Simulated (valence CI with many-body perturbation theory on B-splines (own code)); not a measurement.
Al⁶⁺: electric-dipole lines

Method: configuration interaction combined with many-body perturbation theory (CI+MBPT): five valence electrons over a frozen Dirac-Fock core [He], a basis of 11 s, 11 p, 10 d, 8 f, 5 g, 2 h functions for each j, with the one-electron correlation potential Σ1, the two-electron term Σ2, the three-electron term Σ3, Breit, model QED; selected CI, second order for the rest, scaled by the run's own slope (own B-spline code, finite nucleus).

Against 28 measured levels this calculation errs by 260 cm⁻¹ on average and by 599 at most. These come from a selection out of NIST levels in Kelleher and Podobedova, J. Phys. Chem. Ref. Data 37, 709 (2008); Martin and Zalubas, J. Phys. Chem. Ref. Data 8, 817 (1979). Levels without a partner in it may be off by more. Among the levels kept, up to 5600 cm⁻¹ of a level comes from second order outside the variational space, and about a tenth of that is noise between levels of different J, which matters for small intervals. 2 measured levels below the end of the list, from 1318010 cm⁻¹ on, found no clear computed partner, and computed levels of the same name lie up to 5257 cm⁻¹ from them.

Lines 351 to 400 of 600 in falling wavelength, among levels below 1604500 cm⁻¹, chosen from the strongest by gf and those to the six lowest levels. Wavelengths and rates use the calculated energies, so an error of 300 cm⁻¹ moves a line at 30.90 nm by 0.093 % and its rate by three times that or more. Electric multipoles are in the length gauge, E1 and E2 with the static RPA response of the core. Weak lines are less certain than strong ones. Lines between different terms over intervals too small for the method are left out, as are lines whose strength nearly cancels. Where a level lies close to another of its J and parity, the split of strength between their lines is uncertain. The highest levels of a list are the least certain.

Names give the largest LS component (configuration and term), which can be under half, so a name can repeat, a term be missing and a line seem to break the LS rules; names also repeat where a configuration has a term twice. Letters in brackets count levels of one name in rising energy.

```
λ vac (nm)  λ from measured levels                  Upper                   Lower   A (s⁻¹)  S (a.u.)
     30.90                   30.91          2s 2p4 2D_3/2         2s2 2p3 2D°_5/2  6.66e+08  3.88e-02
     30.89                   30.90          2s 2p4 2D_3/2         2s2 2p3 2D°_3/2  7.31e+09  4.25e-01
     30.38                               2s 2p3 3p 2S_1/2  2s2 2p2 3p 2P°_3/2 [a]  5.33e+09  1.48e-01
     29.45                           2s 2p3 3p 2P_3/2 [b]      2s2 2p2 3p 2S°_1/2  2.74e+09  1.38e-01
     28.57                   28.58            2p5 2P°_3/2           2s 2p4 2D_5/2  1.16e+10  5.34e-01
     28.34                              2s2 2p2 4d 2P_3/2  2s2 2p2 3p 2P°_3/2 [a]  3.32e+09  1.49e-01
     28.26                   28.27            2p5 2P°_1/2           2s 2p4 2D_3/2  1.30e+10  2.89e-01
     28.23                          2s 2p3 3s 2P°_1/2 [b]       2s2 2p2 3s 2S_1/2  4.87e+09  1.08e-01
     28.22                          2s 2p3 3s 2D°_3/2 [b]       2s2 2p2 3s 2D_3/2  1.61e+10  7.15e-01
     28.21                          2s 2p3 3s 2P°_3/2 [b]       2s2 2p2 3s 2S_1/2  5.04e+09  2.24e-01
     28.20                          2s 2p3 3s 2D°_5/2 [b]       2s2 2p2 3s 2D_5/2  1.72e+10  1.14e+00
     28.19                              2s2 2p2 4d 2P_1/2  2s2 2p2 3p 2P°_1/2 [a]  4.74e+09  1.05e-01
     27.90                   27.92          2s 2p4 2S_1/2         2s2 2p3 2P°_3/2  1.02e+10  2.18e-01
     27.88                   27.90          2s 2p4 2S_1/2         2s2 2p3 2P°_1/2  6.47e+09  1.38e-01
     27.59                              2s2 2p2 4d 4P_5/2      2s2 2p2 3p 4S°_3/2  6.20e+09  3.86e-01
     26.86                              2s2 2p2 4d 4D_3/2      2s2 2p2 3p 4P°_3/2  3.29e+09  1.26e-01
     26.82                              2s2 2p2 4d 4D_3/2      2s2 2p2 3p 4P°_1/2  3.26e+09  1.24e-01
     26.82                              2s2 2p2 4d 4D_7/2      2s2 2p2 3p 4P°_5/2  9.90e+09  7.54e-01
     26.81                              2s2 2p2 4d 4D_1/2      2s2 2p2 3p 4P°_1/2  8.54e+09  1.63e-01
     26.80                              2s2 2p2 4d 4D_5/2      2s2 2p2 3p 4P°_3/2  9.18e+09  5.23e-01
     26.70                              2s2 2p2 4d 4F_5/2      2s2 2p2 3p 4D°_5/2  1.99e+09  1.12e-01
     26.64                              2s2 2p2 4d 4P_5/2      2s2 2p2 3p 4P°_5/2  7.62e+09  4.27e-01
     26.64                              2s2 2p2 4d 4F_3/2      2s2 2p2 3p 4D°_3/2  3.19e+09  1.19e-01
     26.63                              2s2 2p2 4d 4F_9/2      2s2 2p2 3p 4D°_7/2  1.53e+10  1.42e+00
     26.61                              2s2 2p2 4d 4F_7/2      2s2 2p2 3p 4D°_5/2  1.40e+10  1.04e+00
     26.59                              2s2 2p2 4d 4F_5/2      2s2 2p2 3p 4D°_3/2  1.27e+10  7.07e-01
     26.58                              2s2 2p2 4d 4F_3/2      2s2 2p2 3p 4D°_1/2  1.16e+10  4.29e-01
     26.49                              2s2 2p2 4d 4D_7/2      2s2 2p2 3p 4D°_7/2  4.32e+09  3.17e-01
     26.43                              2s2 2p2 4d 4D_5/2      2s2 2p2 3p 4D°_5/2  3.49e+09  1.91e-01
     26.11                   26.12          2s 2p4 2P_3/2         2s2 2p3 2P°_3/2  6.06e+09  2.13e-01
     26.09                   26.10          2s 2p4 2P_3/2         2s2 2p3 2P°_1/2  1.45e+09  5.09e-02
     25.94                             2s2 2p2 4p 2S°_1/2       2s2 2p2 3s 2P_3/2  2.12e+10  3.65e-01
     25.91                   25.92          2s 2p4 2P_1/2         2s2 2p3 2P°_3/2  5.89e+09  1.01e-01
     25.89                   25.90          2s 2p4 2P_1/2         2s2 2p3 2P°_1/2  4.66e+09  7.98e-02
     25.76                              2s2 2p2 4d 4D_3/2      2s2 2p2 3p 2S°_1/2  3.11e+09  1.05e-01
     25.76                             2s2 2p2 4p 2S°_1/2       2s2 2p2 3s 2P_1/2  1.16e+10  1.96e-01
     25.65                              2s2 2p2 4d 2P_3/2      2s2 2p2 3p 2S°_1/2  4.21e+09  1.40e-01
     25.57                   25.59          2s 2p4 2S_1/2         2s2 2p3 2D°_3/2  5.59e+08  9.23e-03
     24.73                          2s 2p3 3s 2P°_1/2 [b]       2s2 2p2 3s 2D_3/2  2.28e+10  3.40e-01
     24.70                          2s 2p3 3s 2P°_3/2 [b]       2s2 2p2 3s 2D_5/2  2.03e+10  6.04e-01
     24.70                          2s 2p3 3s 4S°_3/2 [b]       2s2 2p2 3s 4P_5/2  1.87e+10  5.57e-01
     24.56                          2s 2p3 3s 4S°_3/2 [b]       2s2 2p2 3s 4P_3/2  1.25e+10  3.65e-01
     24.47                          2s 2p3 3s 4S°_3/2 [b]       2s2 2p2 3s 4P_1/2  6.40e+09  1.85e-01
     24.39                             2s2 2p2 4p 2P°_3/2       2s2 2p2 3s 2P_3/2  4.31e+09  1.23e-01
     24.37                             2s2 2p2 4p 2D°_5/2       2s2 2p2 3s 2P_3/2  5.50e+09  2.36e-01
     24.36                             2s2 2p2 4p 2D°_3/2       2s2 2p2 3s 2P_1/2  5.07e+09  1.45e-01
     24.06                   24.08          2s 2p4 2P_3/2         2s2 2p3 2D°_5/2  2.67e+10  7.35e-01
     24.06                   24.07          2s 2p4 2P_3/2         2s2 2p3 2D°_3/2  3.69e+09  1.01e-01
     24.01                             2s2 2p2 4p 4D°_7/2       2s2 2p2 3s 4P_5/2  5.78e+09  3.16e-01
     23.99                             2s2 2p2 4p 4D°_5/2       2s2 2p2 3s 4P_3/2  5.20e+09  2.13e-01
```
